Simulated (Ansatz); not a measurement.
Reactions of ClF₂H₃OSi₂ (`F[Si](F)(Cl)O[SiH3]`).

Program: Ansatz. Geometries: PBE0-D4/def2-TZVP. ΔE: electronic, gas phase. CBS: MP2 limit from def2 TZ/QZ plus the TZ coupled-cluster correction, frozen cores. This one scheme is used for every species, atoms too. No spin–orbit coupling; open shells (•) take unrestricted orbitals. Spin–orbit coupling would lower the free atoms: a little for Cl, F, O, Si. One conformer a species, not always the lowest.

```json
{"reaction": "`F[Si](F)(Cl)O[SiH3]` → Cl• + `F[Si](F)O[SiH3]`•", "MP2/CBS(def2) (kJ/mol)": "524", "HF/CBS(def2) (kJ/mol)": "388"}
{"reaction": "`F[Si](F)(Cl)O[SiH3]` → Cl• + 2 F• + 3 H• + O• + 2 Si•", "MP2/CBS(def2) (kJ/mol)": "3660", "HF/CBS(def2) (kJ/mol)": "2672"}
{"reaction": "`F[Si](F)(Cl)O[SiH3]` + `O[SiH3]` → `F[Si](F)(O[SiH3])O[SiH3]` + HCl", "MP2/CBS(def2) (kJ/mol)": "-34", "HF/CBS(def2) (kJ/mol)": "-52"}
{"reaction": "`F[Si](F)(Cl)O[SiH3]` + BH₃ → `B[Si](F)(Cl)O[SiH3]` + H–F", "MP2/CBS(def2) (kJ/mol)": "168", "HF/CBS(def2) (kJ/mol)": "200"}
```

(1) Give the CCSD(T)/CBS values in the same order. (An estimate is asked.)

Largest T1 diagnostic: 0.013, for `F[Si](F)O[SiH3]`•.

Results:

(1) Computed: 507, 3542, -40, 164 kJ/mol.
